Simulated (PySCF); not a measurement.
An unknown is described by computed data only.

Formula: C5H7N3O.

- NMR, other nuclei: isotropic shieldings of nuclei other than C and H, by class: -269 (1 N), -149 (1 N), -115 (1 N), 213 (1 O) ppm [GIAO PBE0/pcSseg-1]
- 1H NMR: chemical shifts (computed TMS as zero) by class: 6.66 (1 H), 4.45 (3 H), 2.86 (3 H) ppm [GIAO PBE0/pcSseg-1]
- UV, first state: lowest singlet excitation: 3.33 eV (372 nm, f = 0.004) [TDDFT B3LYP/def2-SVPD]
- Dipole: 4.05 D [B3LYP/def2-SVPD]
- Rotational structure: rotational constants A, B, C: 4.165, 1.170, 0.924 GHz [GFN2-xTB]
- Polarisability: 84.7 au [B3LYP/def2-SVPD]
- 13C NMR: chemical shifts (computed TMS as zero) by class: 169.2 (1 C), 162.0 (1 C), 109.3 (1 C), 56.8 (1 C), 23.9 (1 C) ppm [GIAO PBE0/pcSseg-1]
- UV, strongest line: among the 8 lowest singlet transitions: S6 at 5.97 eV (208 nm, f = 0.033) [TDDFT B3LYP/def2-SVPD]
- Triplet: lowest triplet excitation (Tamm–Dancoff): 2.49 eV [TDA B3LYP/def2-SVPD]

The electronic properties come from PySCF, for the isolated species, density fitting. Levels stand in brackets. The structure is a single GFN2-xTB conformer in the gas phase; no vibrational or solvent corrections. GFN2-xTB frequencies show an imaginary mode (41i cm⁻¹), so this geometry is no minimum at that level. Each NMR value is the plain mean over a class of atoms that symmetry, rotation or inversion makes alike.

Task: Give a SMILES that accounts for the data.

Result: Numbering: `[CH3:1][O:2][c:3]1[cH:4][c:5]([CH3:6])[n:7][n:8][n:9]1`. Its formula, C5H7N3O, gives 4 degrees of unsaturation: 1 ring and 3 π bonds in the structure found (Kekulé form). 5 carbons fall into 5 classes; from least to most shielded: aromatic carbon bearing oxygen [C3] (169.2 ppm), substituted aromatic carbon [C5] (162.0 ppm), aromatic CH carbon [C4] (109.3 ppm), methoxy carbon [C1] (56.8 ppm), benzylic-type carbon [C6] (23.9 ppm). Hydrogen classes from least to most shielded: 1 H on an aromatic CH carbon, C4 (6.66 ppm), 3 H on a methoxy carbon, C1 (4.45 ppm), 3 H on a benzylic-type carbon, C6 (2.86 ppm). The other shieldings belong to: -269 ppm, pyridine-type nitrogen [N8]; -149 ppm, pyridine-type nitrogen [N7]; -115 ppm, pyridine-type nitrogen [N9]; 213 ppm, aryl ether oxygen [O2]. S1 is mainly HOMO→LUMO (weight 1.00); the largest Löwdin shares of the orbital it empties are 0.45 on a pyridine-type nitrogen, 0.23 on a pyridine-type nitrogen, 0.16 on a pyridine-type nitrogen and 0.05 on the substituted aromatic carbon, of the orbital it fills 0.26 on a pyridine-type nitrogen, 0.20 on the aromatic CH carbon, 0.15 on a pyridine-type nitrogen and 0.13 on the substituted aromatic carbon. The optimised geometry has point group Cs and is an asymmetric top. Structure: `COc1cc(C)nnn1`. Computed isomers that give other values at the same levels: `CC(=O)c1cn(C)nn1` (13C chemical shifts (computed TMS as zero) by class: 197.8 (1 C), 154.8 (1 C), 132.5 (1 C), 36.3 (1 C), 30.8 (1 C) ppm); `Cc1nnn(C)c1C=O` (13C chemical shifts (computed TMS as zero) by class: 183.2 (1 C), 156.5 (1 C), 137.2 (1 C), 39.0 (1 C), 12.8 (1 C) ppm); `CC(=O)n1cc(C)nn1` (13C chemical shifts (computed TMS as zero) by class: 173.9 (1 C), 149.1 (1 C), 126.4 (1 C), 25.0 (1 C), 13.3 (1 C) ppm). The assignments are read from this structure; whether some other isomer fits the data as well wasn't checked.

Conformer computed: `[CH3:1][O:2][c:3]1[cH:4][c:5]([CH3:6])[n:7][n:8][n:9]1`: C1–O2–C3–C4 180°.
